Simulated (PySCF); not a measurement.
**Radial density of Zr²⁸⁺ (zirconium, charge +28)**

B3LYP, [Ne] 3s2, closed-shell 1S. Computed with PySCF 2.14 in an uncontracted even-tempered set (18 s from 3.9 bohr⁻², ratio 2.5; 11 p from 5 bohr⁻², ratio 2.5; 5 d from 19 bohr⁻², ratio 2.7; 4 f from 29 bohr⁻², ratio 2.7), with scalar relativity by spin-free X2C-1e.

```tsv
r (bohr)	4πr²ρ (e/bohr)
0.0290	49.41
0.0488	39.83
0.0820	48.24
0.138	52.45
0.232	16.67
0.390	7.246
0.656	0.8969
1.10	0.003587
```

Densities and radii are taken from the X2C orbitals without a picture-change correction, which distorts them close to the nucleus.
